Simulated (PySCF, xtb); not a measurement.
Si(CCH)(Cl)2(OMe) (C3H4Cl2OSi), SMILES Cl[Si](C#C)(OC)Cl. One conformer was computed; it need not be the lowest.

Harmonic wavenumbers (cm⁻¹) from xtb with GFN2-xTB at its own minimum, in rising order: 58, 88, 97, 102, 130, 144, 223, 261, 306, 324, 429, 551, 671, 685, 689, 785, 1129, 1132, 1154, 1411, 1471, 1476, 2211, 2969, 2977, 3007, 3360.

### Question
What does PBE-D3(BJ)/def2-SVP run with PySCF 2.14.0 give at its own minimum? (An estimate is asked for; the answer gives what the named calculation found.)

### Answer
54, 100, 107, 109, 145, 169, 257, 269, 342, 358, 465, 618, 675, 702, 711, 798, 1111, 1135, 1166, 1419, 1422, 1424, 2091, 2939, 3020, 3065, 3389. Paired by order, the mean absolute difference is 28 cm⁻¹ and the zero-point energies are 39.8 and 40.1 kcal/mol.
